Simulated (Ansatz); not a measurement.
`C=[CH][GaH][F]` and `C=[CH][AlH][F]` differ in one element.

Ansatz, PBE0-D4/def2-TZVP geometries, multiplicity 1. Each molecule was computed in one conformer, which needn't be the lowest.

Scalar relativity is left out up to krypton.

| property | `C=[CH][GaH][F]` |
| --- | --- |
| ideal-gas entropy at 298 K and 1 bar (rigid rotor, harmonic PBE0-D4/def2-TZVP) / J/(mol·K) | 323 |
| size of the dipole moment (PBE/def2-TZVPP) / D | 2.74 |
| HOMO–LUMO gap (B3LYP/def2-TZVPP) / eV | 6.33 |
| HOMO energy (ωB97M-V/def2-TZVPP) / eV | -10.65 |
| HOMO energy (PBE/def2-TZVPP) / eV | -7.09 |
| LUMO energy (PBE0/def2-TZVPP) / eV | -1.66 |

(1) Give the same properties after the change, and the shifts. (An estimate is asked.)

Results:

(1) The calculation gave: 
```
                                                                                  property  `C=[CH][AlH][F]`  shift
ideal-gas entropy at 298 K and 1 bar (rigid rotor, harmonic PBE0-D4/def2-TZVP) / J/(mol·K)               312    -11
                                            size of the dipole moment (PBE/def2-TZVPP) / D              1.95  -0.79
                                                     HOMO–LUMO gap (B3LYP/def2-TZVPP) / eV              6.51   0.18
                                                     HOMO energy (ωB97M-V/def2-TZVPP) / eV            -10.58   0.07
                                                         HOMO energy (PBE/def2-TZVPP) / eV             -7.03   0.06
                                                        LUMO energy (PBE0/def2-TZVPP) / eV             -1.40   0.26
```

With PBE0 the HOMO rises by 0.08 eV and the LUMO rises by 0.26 eV, so the gap widens by about 0.18 eV. PBE moves the HOMO by 0.06 eV and ωB97M-V by 0.07 eV. Dipoles are sizes alone; their direction can turn.

B3LYP here is the variant with VWN-RPA as its local correlation; programs differ in this.
